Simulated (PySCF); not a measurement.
SMILES CC1(C)C=NC1=O, C5H7NO

Molfile (atoms numbered from 1):
```
C5H7NO
     RDKit          3D

 14 14  0  0  0  0  0  0  0  0999 V2000
    1.3913   -0.5147   -0.1016 C   0  0  0  0  0  0  0  0  0  0  0  0
   -0.0178    0.0408    0.0518 C   0  0  0  0  0  0  0  0  0  0  0  0
   -1.0081   -0.6207   -0.8965 C   0  0  0  0  0  0  0  0  0  0  0  0
   -0.5018    0.2328    1.4710 C   0  0  0  0  0  0  0  0  0  0  0  0
   -0.5701    1.5178    1.4929 N   0  0  0  0  0  0  0  0  0  0  0  0
   -0.1118    1.5903    0.1224 C   0  0  0  0  0  0  0  0  0  0  0  0
    0.0915    2.5020   -0.6059 O   0  0  0  0  0  0  0  0  0  0  0  0
    1.3983   -1.5872    0.0857 H   0  0  0  0  0  0  0  0  0  0  0  0
    2.0738   -0.0333    0.5964 H   0  0  0  0  0  0  0  0  0  0  0  0
    1.7474   -0.3343   -1.1131 H   0  0  0  0  0  0  0  0  0  0  0  0
   -2.0078   -0.2134   -0.7568 H   0  0  0  0  0  0  0  0  0  0  0  0
   -0.7042   -0.4449   -1.9258 H   0  0  0  0  0  0  0  0  0  0  0  0
   -1.0389   -1.6939   -0.7179 H   0  0  0  0  0  0  0  0  0  0  0  0
   -0.7424   -0.4418    2.2752 H   0  0  0  0  0  0  0  0  0  0  0  0
  1  2  1  0
  2  3  1  0
  2  4  1  0
  4  5  2  0
  5  6  1  0
  6  7  2  0
  6  2  1  0
  1  8  1  0
  1  9  1  0
  1 10  1  0
  3 11  1  0
  3 12  1  0
  3 13  1  0
  4 14  1  0
M  END
```

Computed with PySCF 2.14.0, GIAO PBE0/pcSseg-1 magnetisability, rotational g tensor and spin-rotation constants, non-relativistic, gas phase. Geometry: GFN2-xTB.

(1) Give the nuclear spin-rotation constants along the inertial axes (H = +C I·J) beside the isotropic shieldings.

(2) How do the rotational constants and the g tensor change when H8, H9, H10, H11, H12, H13, H14 are replaced by deuterium?

Results:

(1) Rotational constants 3.7064, 2.6449, 2.3121 GHz. A star marks the isotopologue with that one atom substituted, in its own axes.
```tsv
atom	isotope	Caa (kHz)	Cbb (kHz)	Ccc (kHz)	mean (kHz)	σ (ppm)
N5	14N	0.877	0.912	0.199	0.663	-179.9
H8	1H	0.036	-0.266	-0.266	-0.165	30.5
H9	1H	-0.312	-0.290	-0.018	-0.207	30.4
H10	1H	-0.429	0.072	-0.257	-0.204	30.2
H11	1H	-0.311	-0.288	-0.021	-0.207	30.4
H12	1H	-0.429	0.072	-0.256	-0.204	30.2
H13	1H	0.035	-0.265	-0.267	-0.165	30.5
H14	1H	-0.213	0.330	-0.277	-0.053	21.3
C1	13C*	0.555	0.414	0.302	0.424	165.3
C2	13C*	0.784	0.443	0.704	0.644	112.1
C4	13C*	1.760	1.834	0.400	1.331	-33.3
C6	13C*	1.738	1.260	0.586	1.194	-1.7
O7	17O*	-2.272	-2.012	-0.181	-1.488	-197.4
```
For the geometry as given, no vibrational averaging.

(2) Constants 3.1099, 2.2589, 2.0595 GHz; g -0.0368, -0.0385, -0.0171, against -0.0451, -0.0433, -0.0184 before.
